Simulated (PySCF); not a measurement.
Computed shifts of a molecule CH3FO3Si, PBE0/pcSseg-1 run with PySCF, GIAO, gas phase, atoms alike by connectivity averaged where their shifts nearly agree, in ppm (number of nuclei): ¹³C: 170.3 (1). ²⁹Si: -46.8 (1). ¹⁹F: -137.3 (1). ¹H: 8.18 (1), 4.73 (1), 4.63 (1). References: ¹⁷O against H2O (σ = 334.2 ppm); ¹³C against TMS (σ = 186.3 ppm); ²⁹Si against TMS (σ = 352.7 ppm); ¹⁹F against CFCl3 (σ = 167.2 ppm); ¹H against TMS (σ = 31.56 ppm), references at their B3LYP-D3(BJ)/def2-TZVP geometries, non-relativistic. Geometry: ωB97X-D3(BJ)/def2-SVP. One conformer was computed; it need not be the lowest.

Task: Which molecule gave these data?
(A) O=CO[Si@@H](O)F
(B) O=C(O)[Si@H](O)F
(C) O=C[Si](O)(O)F
(D) O[Si]1(F)OCO1

Result: A, O=CO[Si@@H](O)F
